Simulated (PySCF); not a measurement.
## From computed data to an observable: chemical shift, span and skew from a shielding tensor

C4H8OS, SMILES S[C@H](C(C)=O)C. Atoms are numbered in the order given.

```xyz
14

C      1.6807    -0.7286    -0.7522
C      0.7942    -0.6097     0.4719
O      1.1970    -0.8709     1.5826
C     -0.6559    -0.1601     0.2635
C     -1.4310    -0.9835    -0.7603
S     -0.6973     1.6525    -0.0996
H      1.5820     0.1461    -1.4114
H      1.3891    -1.6191    -1.3337
H      2.7242    -0.8418    -0.4321
H     -1.1273    -0.2329     1.2546
H     -0.9996    -0.8864    -1.7691
H     -2.4769    -0.6473    -0.8072
H     -1.4196    -2.0515    -0.4861
H     -0.4184     1.5507    -1.4203
```

Geometry: B3LYP-D3(BJ)/def2-SVP. The values are those of a single conformer.

GIAO shieldings from PBE0/pcSseg-1 (PySCF), non-relativistic, no solvent. The symmetric part of the tensor of C2 has the principal values -113.5, -52.9, 93.4 ppm. The same nucleus in TMS has σ = 186.3 ppm at this level (PySCF, at its B3LYP-D3(BJ)/def2-TZVP geometry).

### Question
Work out the isotropic shielding, the ¹³C shift against TMS, the span and the skew.

### Answer

σ(iso) = (σ11 + σ22 + σ33)/3 = -24.3 ppm. δ = σ(ref) − σ(iso) = 186.3 − (-24.3) = 210.6 ppm.
Span Ω = σ33 − σ11 = 206.9 ppm. Skew κ = 3(σ(iso) − σ22)/Ω = 0.41. Tumbling in solution averages the tensor to δ; in a static solid the shielding alone would spread this spin-1/2 line over Ω.
